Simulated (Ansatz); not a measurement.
C₂H₆ClFSi, SMILES Cl[Si@H](F)CC.

Geometry optimised at PBE0-D3(BJ)/def2-SVP. The structure was generated by enumeration; whether it is a known compound was not checked. Other conformers were not sampled.

Two levels are set side by side: PBE/def2-SVPD (Ansatz, a first-principles code) and CAM-B3LYP/def2-SVPD (Ansatz). Energy differences of separate SCF runs at the same geometry; the states with an electron removed or added have multiplicity 2 and 2. Differences are taken from unrounded values.

```
quantity                           CAM-B3LYP
---------------------------------  ---------
vertical ionisation energy (eV)        11.07
vertical singlet–triplet gap (eV)       7.83
```

Q: What does PBE give, and how far is it from CAM-B3LYP? (An estimate is asked for; the answer gives what the named calculation found.)

A: 
| quantity | PBE | PBE minus CAM-B3LYP |
|---|---|---|
| vertical ionisation energy (eV) | 10.34 | -0.73 |
| vertical singlet–triplet gap (eV) | 6.91 | -0.93 |
